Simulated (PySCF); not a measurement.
Te(Et)(OH) (C2H6OTe), SMILES [Te](O)CC. Geometry optimised at PBE-D3(BJ)/def2-SVP. The def2 effective core potentials stand for the cores of Te; spin–orbit coupling is left out. Other conformers were not sampled.

Q: Give the equilibrium geometry at PBE-D3(BJ)/def2-SVP (PySCF confirms it by a frequency run) as Cartesian coordinates in Å. (An estimate is asked for; the answer gives what the named calculation found.)

A: One answer among several that fit: 
```xyz
10

Te    -0.1291     0.0694     0.6371
C      1.3922    -0.4862    -0.8443
C      1.1469     0.1876    -2.1853
H      1.3696    -1.5905    -0.9206
H      2.3560    -0.1909    -0.3788
H      1.2640     1.2883    -2.1196
H      0.1185    -0.0292    -2.5396
H      1.8550    -0.1906    -2.9532
O     -1.7023    -0.2210    -0.6288
H     -1.8638     0.6651    -1.0101
```
